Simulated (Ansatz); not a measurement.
A short molecular-dynamics run on the cluster Fe2S (the lowest singlet isomer of a short search).

```yaml
crystal:
  periodic: [false, false, false]
  atoms:
    - {symbol: Fe, position_ang: [-0.807069, 0.971638, -0.009969]}
    - {symbol: Fe, position_ang: [1.256577, 0.129012, -0.006175]}
    - {symbol: S, position_ang: [-0.449507, -1.100660, 0.016144]}
basis:
  gaussian: {orbitals: def2-SVP}
hamiltonian: {xc: {name: r2SCAN}, dispersion: d3bj}
md: {timestep: 0.5 fs, n_steps: 15, ensemble: nve, temperature: 700, initial_velocities: maxwell_boltzmann, seed: 334}
scf: {omitted_lower_state_checks: [starts]}
```

```sh
$ ansatz run in.yaml --threads 4 --pin off --events-out ev --progress --plain --max-ram 3916MiB
```

| step | time (fs) | potential energy (eV) | kinetic (eV) | T (K) | conserved (eV) |
| --- | --- | --- | --- | --- | --- |
| 0 | 0.0 | -79591.2916 | 0.0905 | 700 | -79591.2012 |
| 1 | 0.5 | -79591.3020 | 0.1008 | 780 | -79591.2012 |
| 2 | 1.0 | -79591.3127 | 0.1115 | 863 | -79591.2012 |
| 3 | 1.5 | -79591.3238 | 0.1226 | 948 | -79591.2012 |
| 4 | 2.0 | -79591.3351 | 0.1339 | 1036 | -79591.2012 |
| 5 | 2.5 | -79591.3466 | 0.1454 | 1125 | -79591.2012 |
| 6 | 3.0 | -79591.3582 | 0.1571 | 1215 | -79591.2012 |
| 7 | 3.5 | -79591.3699 | 0.1687 | 1305 | -79591.2012 |
| 8 | 4.0 | -79591.3815 | 0.1803 | 1395 | -79591.2012 |
| 9 | 4.5 | -79591.3929 | 0.1917 | 1483 | -79591.2012 |
| 10 | 5.0 | -79591.4040 | 0.2028 | 1569 | -79591.2012 |
| 11 | 5.5 | -79591.4148 | 0.2136 | 1652 | -79591.2012 |
| 12 | 6.0 | -79591.4251 | 0.2239 | 1732 | -79591.2012 |
| 13 | 6.5 | -79591.4349 | 0.2336 | 1807 | -79591.2012 |
| 14 | 7.0 | -79591.4440 | 0.2428 | 1878 | -79591.2012 |
| 15 | 7.5 | -79591.4524 | 0.2512 | 1943 | -79591.2012 |

Velocities are drawn at the set temperature; a run this short doesn't reach equilibrium.

The restricted singlet is unstable towards broken spin symmetry at other levels; at RKS r2SCAN-D3(BJ)/def2-SVP this wasn't settled.

Frames (Å, forces in eV/Å):

```xyz
3
time=0.0 fs
Fe   -0.807    0.972   -0.010    1.875   -1.580    0.014
Fe    1.257    0.129   -0.006   -2.445    0.183    0.006
S    -0.450   -1.101    0.016    0.571    1.396   -0.020
3
time=0.5 fs
Fe   -0.806    0.970   -0.010    1.853   -1.532    0.014
Fe    1.256    0.129   -0.006   -2.415    0.189    0.006
S    -0.450   -1.098    0.016    0.562    1.344   -0.020
3
time=1.0 fs
Fe   -0.805    0.968   -0.010    1.829   -1.481    0.013
Fe    1.254    0.130   -0.006   -2.382    0.194    0.006
S    -0.450   -1.096    0.016    0.553    1.287   -0.019
3
time=1.5 fs
Fe   -0.803    0.967   -0.010    1.804   -1.427    0.012
Fe    1.253    0.130   -0.006   -2.347    0.200    0.006
S    -0.450   -1.093    0.016    0.542    1.227   -0.018
3
time=2.0 fs
Fe   -0.802    0.965   -0.010    1.777   -1.370    0.012
Fe    1.252    0.130   -0.006   -2.308    0.207    0.005
S    -0.450   -1.091    0.016    0.531    1.163   -0.017
3
time=2.5 fs
Fe   -0.801    0.963   -0.010    1.748   -1.308    0.011
Fe    1.250    0.131   -0.006   -2.266    0.214    0.005
S    -0.450   -1.088    0.016    0.519    1.095   -0.016
3
time=3.0 fs
Fe   -0.799    0.961   -0.010    1.716   -1.244    0.010
Fe    1.249    0.131   -0.006   -2.222    0.221    0.005
S    -0.450   -1.085    0.016    0.506    1.023   -0.015
3
time=3.5 fs
Fe   -0.797    0.959   -0.010    1.681   -1.172    0.010
Fe    1.247    0.131   -0.006   -2.170    0.230    0.005
S    -0.450   -1.082    0.016    0.489    0.942   -0.014
3
time=4.0 fs
Fe   -0.796    0.957   -0.010    1.642   -1.093    0.009
Fe    1.245    0.132   -0.006   -2.111    0.241    0.004
S    -0.450   -1.079    0.016    0.469    0.852   -0.013
3
time=4.5 fs
Fe   -0.794    0.955   -0.010    1.600   -1.009    0.008
Fe    1.244    0.132   -0.006   -2.048    0.252    0.004
S    -0.450   -1.076    0.016    0.448    0.757   -0.012
3
time=5.0 fs
Fe   -0.792    0.953   -0.010    1.556   -0.921    0.007
Fe    1.242    0.132   -0.006   -1.982    0.264    0.004
S    -0.449   -1.073    0.016    0.426    0.657   -0.010
3
time=5.5 fs
Fe   -0.790    0.950   -0.010    1.509   -0.829    0.006
Fe    1.240    0.133   -0.006   -1.912    0.277    0.003
S    -0.449   -1.070    0.016    0.403    0.553   -0.009
3
time=6.0 fs
Fe   -0.788    0.948   -0.010    1.460   -0.733    0.004
Fe    1.238    0.133   -0.006   -1.838    0.289    0.003
S    -0.449   -1.067    0.016    0.378    0.444   -0.007
3
time=6.5 fs
Fe   -0.786    0.946   -0.010    1.409   -0.633    0.003
Fe    1.235    0.134   -0.006   -1.761    0.302    0.002
S    -0.449   -1.064    0.016    0.352    0.330   -0.006
3
time=7.0 fs
Fe   -0.784    0.944   -0.010    1.354   -0.528    0.002
Fe    1.233    0.134   -0.006   -1.680    0.316    0.002
S    -0.448   -1.061    0.016    0.325    0.212   -0.004
3
time=7.5 fs
Fe   -0.782    0.941   -0.010    1.298   -0.419    0.001
Fe    1.231    0.134   -0.006   -1.595    0.329    0.001
S    -0.448   -1.058    0.016    0.297    0.090   -0.002
```

Run time 1.8 min (4 threads of AMD EPYC 7B13 on a shared host).
